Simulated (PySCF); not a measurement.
## EPR parameters of C8H8N

Species: C₈H₈N (doublet state).
Cartesian coordinates in Å at the GFN2-xTB level; atoms count from 1:
```xyz
17
C8H8N angstrom
C      2.3722   -1.1837    0.7342
C      1.3574   -0.2884    0.4685
C      1.5653    1.1172    0.5571
C      0.5501    1.9995    0.2813
C     -0.7059    1.5450   -0.0973
C     -0.9552    0.1660   -0.1672
N     -2.2045   -0.2420   -0.6091
C     -2.8667   -1.1509   -0.0556
C      0.0567   -0.7326    0.1082
H      2.2140   -2.2447    0.6630
H      3.3517   -0.8460    1.0209
H      2.5431    1.4773    0.8395
H      0.7287    3.0631    0.3475
H     -1.5057    2.2320   -0.3223
H     -3.8129   -1.4332   -0.4949
H     -2.5665   -1.6734    0.8580
H     -0.1289   -1.7934    0.0179
```

The hyperfine couplings belong to this conformer and change with its torsions.

The species is `[CH2]c1cccc(N=C)c1` [radical].

Method used: UKS B3LYP, pcH-1 on C H N, non-relativistic, mean-field spin-orbit, GIAO (PySCF 2.14.0). One conformer (not necessarily the lowest) at the GFN2-xTB geometry, without solvent, vibrations or thermal averaging. Couplings are sensitive to structure, and on GFN2-xTB geometries they can be far from those on DFT ones. The frame is twisted about the C6–N7 bond at this geometry (dihedral C9–C6–N7–C8 = 49°); couplings at other torsion angles weren't computed. Stability of the SCF solution: not tested. ⟨S²⟩ is 0.783 where a pure state has 0.75.

* g1, g2, g3: 2.00217, 2.00284, 2.00288
* g_iso: 2.00263
* Form of g: close to axial: the two nearest values differ by 6 % of g3 − g1
* ⟨S²⟩: 0.7834 (exact 0.7500)

Hyperfine couplings atom by atom, in MHz; T1 to T3 are the principal values of the dipolar part:

| atom | isotope | a_iso | T1 | T2 | T3 | Mulliken spin population |
| --- | --- | --- | --- | --- | --- | --- |
| C1 | 13C | 59.4 | -57.6 | -56.5 | 114.2 | 0.75 |
| C2 | 13C | -41.7 | -21.0 | 8.4 | 12.7 | -0.20 |
| C3 | 13C | 25.4 | -20.4 | -20.1 | 40.6 | 0.27 |
| C4 | 13C | -22.5 | -16.4 | 7.2 | 9.1 | -0.14 |
| C5 | 13C | 26.5 | -23.8 | -22.1 | 46.0 | 0.31 |
| C6 | 13C | -22.8 | -15.6 | 7.2 | 8.5 | -0.12 |
| N7 | 14N | -0.7 | -1.5 | 0.0 | 1.6 | 0.01 |
| C8 | 13C | -8.3 | -4.5 | 2.2 | 2.3 | -0.03 |
| C9 | 13C | 23.7 | -18.7 | -18.4 | 37.2 | 0.24 |
| H10 | 1H | -45.3 | -26.8 | -0.9 | 27.7 | -0.03 |
| H11 | 1H | -45.3 | -26.6 | -0.9 | 27.6 | -0.03 |
| H12 | 1H | -17.1 | -6.9 | -2.2 | 9.1 | -0.01 |
| H13 | 1H | 6.9 | -2.5 | -1.0 | 3.5 | 0.00 |
| H14 | 1H | -19.7 | -11.7 | -0.2 | 11.9 | -0.01 |
| H15 | 1H | 2.7 | -0.9 | 0.2 | 0.7 | 0.00 |
| H16 | 1H | 1.9 | -1.9 | -0.8 | 2.7 | 0.00 |
| H17 | 1H | -15.6 | -6.2 | -2.2 | 8.4 | -0.01 |

Largest spin populations (Mulliken): C1 (+0.75), C5 (+0.31), C3 (+0.27) and C9 (+0.24). Four atoms exceed +0.15. The positive populations add up to 1.58 and the negative ones to -0.58, together 2S = 1. The angles at C1 add up to 360.0°, so it is planar; its axial dipolar tensor and the negative couplings of its protons fit spin in a p orbital normal to that plane.

Axes: g3 points within 3° of the C1–H11 bond.

Under fast tumbling the dipolar parts average out, and these isotropic splittings remain (the largest six): 1 × 1H (H10, I = 1/2, 2 lines) with 1.62 mT, 1 × 1H (H11, I = 1/2, 2 lines) with 1.61 mT, 1 × 1H (H14, I = 1/2, 2 lines) with 0.70 mT, 1 × 1H (H12, I = 1/2, 2 lines) with 0.61 mT, 1 × 1H (H17, I = 1/2, 2 lines) with 0.56 mT and 1 × 1H (H13, I = 1/2, 2 lines) with 0.25 mT.

H10 and H11 aren't averaged: C1 is flat or nearly so (angle sum 360°), and its turn about the short C1–C2 bond (1.38 Å) is taken as slow.

The 13C coupling of C1 (59.4 MHz) shows only in satellite lines or after enrichment, since that isotope makes up about 1.07 % of natural carbon.
